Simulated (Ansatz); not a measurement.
input.yaml

```yaml
crystal:
  periodic: [false, false, false]
  atoms:
    - { symbol: Si, position_ang: [-0.593407, -1.12544, 0.62099] }
    - { symbol: F, position_ang: [0.432014, -2.107954, -0.231004] }
    - { symbol: O, position_ang: [-1.308038, -0.034524, -0.367085] }
    - { symbol: C, position_ang: [-1.11263, 1.348123, -0.512634] }
    - { symbol: H, position_ang: [-1.647001, -2.045428, 1.115557] }
    - { symbol: H, position_ang: [0.170428, -0.483803, 1.722591] }
    - { symbol: H, position_ang: [1.995773, -0.784359, -0.975536] }
    - { symbol: S, position_ang: [2.381141, 0.361251, -0.364991] }
    - { symbol: H, position_ang: [-1.977164, 1.892492, -0.099334] }
    - { symbol: H, position_ang: [-0.195867, 1.698056, -0.011806] }
    - { symbol: H, position_ang: [-1.034402, 1.595925, -1.582925] }
    - { symbol: H, position_ang: [2.889152, -0.314439, 0.686077] }
basis:
  gaussian: { orbitals: def2-SVP }
hamiltonian:
  xc: pbe0
relax:
  f_tol: 0.03
  max_steps: 50
```

Run as:

```bash
$ ansatz run input.yaml --threads 2 --pin off --max-ram 3072MiB --backend cpu --events-out ev --progress --plain --runs-dir out
```

Hardware: 2 threads of Intel(R) Xeon(R) Platinum 8259CL CPU @ 2.50GHz (Skylake/Cascade Lake) (shared host).

Task: Roughly how long does this run take, and how much memory?

Result: 48 s, with a peak of 0.28 GiB, for 11 ionic steps.
